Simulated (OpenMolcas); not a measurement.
Computed levels of 5s² 5p² in ions with 50 electrons, in cm-1 above ³P₀.

| Quantity | Value |
| --- | --- |
| Program | OpenMolcas |
| Method | CASSCF |
| Basis | ANO-RCC-VQZP |
| Scalar Hamiltonian | DKH2, point nucleus |
| Spin-orbit coupling | RASSI with atomic mean-field integrals over the reference wave functions, term energies averaged over their components |

Active space for each ion: 4 electrons in 8 orbitals (5s 5p 6s 6p).

```tsv
Level	Sb+	I3+	Xe4+
³P₁	2521	5673	7905
³P₂	5068	10124	13319
¹D₂	13952	22681	28139
¹S₀	22490	34742	41795
```

Task: Estimate ³P₂, ¹D₂, ¹S₀ for Te2+ from its neighbours Sb+ and I3+.

Result: ³P₂ is fine structure, which grows about as the fourth power of a screened charge, so the fourth roots are averaged: ((5068^0.25 + 10124^0.25) / 2)^4 = 7271. The calculation gives 7476, so the estimate is off by -2.7 %; the measured value is 8167 (the list in Zhang, Palmeri, Quinet and Biemont, Astron. Astrophys. 551, A136 (2013)).
¹D₂ is another term, which grows about linearly with the charge: (13952 + 22681) / 2 = 18316. The calculation gives 19041, so the estimate is off by -3.8 %; the measured value is 17360 (the list in Zhang, Palmeri, Quinet and Biemont, Astron. Astrophys. 551, A136 (2013)).
¹S₀ is another term, which grows about linearly with the charge: (22490 + 34742) / 2 = 28616. The calculation gives 29555, so the estimate is off by -3.2 %; the measured value is 30398 (the list in Zhang, Palmeri, Quinet and Biemont, Astron. Astrophys. 551, A136 (2013)).

The run also gave levels led by 5s² 5p 6s, which use shells meant for correlation; these and all levels above them are left out (holds for Sb+). The run also gave levels led by 5s² 5p 6p, 5s² 5p 6s, which use shells meant for correlation; these and all levels above them are left out (holds for Te2+). Active for correlation alone: 6p 6s; no level in the range computed is led by a configuration that fills them, so any true level of that kind is missing (holds for I3+; Xe4+). Measured partners are found by configuration, term and J. A level has none where our copy of the source lacks it or the pairing is in doubt (some pairs that miss far off the trend of their configuration count as doubtful), and it then counts in no deviation. Levels of configurations outside the active space are missing.
